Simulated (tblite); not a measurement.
HNaO (SMILES [OH][Na]), singlet, geometry from GFN2-xTB (such geometries of metal compounds can be far from the true shape); GFN1-xTB run with tblite 0.6.0.

tblite was given this input:
```
$ tblite run mol.xyz --method gfn1 --charge 0 --spin 0 --efield 0,0,0.1 --json tblite.json --no-restart

# file mol.xyz
3

Na    -0.60708701    -0.34567032    -0.49916222
O      0.68596288     0.34473088     0.56471073
H      1.19025406     1.04452643     0.97309857
```

Predict the main parts of the log of this tblite run.


```
xTB calculator
 | screened Coulomb repulsion
 | Coulomb electrostatics
 |  * isotropic Klopman-Ohno-Mataga-Nishimoto electrostatics
 |  * onsite third-order electrostatics
 | DFT-D3(BJ) dispersion correction
 | Interactions (1)
 | [1] electric field

halogen bonding energy    0.0000000000000E+00 Eh
repulsion energy          2.8217015432642E-02 Eh
dispersion energy        -2.4563239641525E-04 Eh
interaction energy        0.0000000000000E+00 Eh
number of electrons       8.0000000000000E+00 e
integral cutoff           4.0000000000000E+01 bohr

------------------------------------------------------------
  cycle        total energy    energy error   density error
------------------------------------------------------------
      1     -5.392589514705  -5.4205609E+00   5.1258598E-01
      2     -5.487298373328  -9.4708859E-02   2.6996561E-01
      3     -5.501738403600  -1.4440030E-02   2.0206812E-01
      4     -5.510132765871  -8.3943623E-03   1.7291057E-01
      5     -5.518952617677  -8.8198518E-03   1.5814341E-02
      6     -5.518706050389   2.4656729E-04   1.6481487E-02
      7     -5.518977088107  -2.7103772E-04   4.4097828E-03
      8     -5.518994586904  -1.7498797E-05   2.3118387E-03
      9     -5.519000286931  -5.7000271E-06   1.8001472E-04
     10     -5.519000318308  -3.1377001E-08   3.8778273E-05
     11     -5.519000319771  -1.4634844E-09   1.3658623E-05
------------------------------------------------------------

electronic energy        -5.5469717028073E+00 Eh
total energy             -5.5190003197711E+00 Eh

Post processing:
 | Mayer-Wiberg bond orders

[Info] JSON dump of results written to 'tblite.json'
```
